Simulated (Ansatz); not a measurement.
Na11⁺. The state is a singlet with charge 1. Geometry PBE/def2-SVP; atoms count from 1.

```xyz
11

Na   -2.463    0.124    1.231
Na   -0.026   -0.581   -1.857
Na   -0.126   -0.280    3.945
Na   -2.750    1.398   -2.174
Na   -2.945    1.754    4.179
Na    3.060    0.736   -2.003
Na    2.840   -2.041    4.434
Na    0.218    2.075    0.362
Na    2.234   -0.762    1.307
Na    1.775   -1.397   -4.700
Na   -1.816   -1.026   -4.723
```

The restricted singlet is unstable towards broken spin symmetry in Hartree–Fock (as tested in another run); at PBE0/def2-TZVP this wasn't settled. Another isomer (singlet) lies 0.55 eV lower at PBE0/def2-TZVP; other spin states weren't run for this one.

(1) Estimate the Mulliken populations from the PBE0/def2-TZVP orbitals of Ansatz.

(2) And the Mayer bond orders between bonded heavy atoms (over 0.3)?

Results:

(1) 
```csv
atom,charge (e)
Na1,0.09
Na2,0.58
Na3,0.25
Na4,-0.01
Na5,-0.02
Na6,-0.03
Na7,-0.08
Na8,0.00
Na9,0.24
Na10,-0.01
Na11,-0.02
```
Mulliken values and Mayer orders depend strongly on the basis.

(2) Na1–Na5 0.46 (3.40 Å); Na3–Na5 0.32 (3.48 Å); Na3–Na7 0.39 (3.48 Å); Na4–Na11 0.36 (3.64 Å); Na6–Na10 0.36 (3.67 Å); Na7–Na9 0.46 (3.43 Å); Na10–Na11 0.47 (3.61 Å).
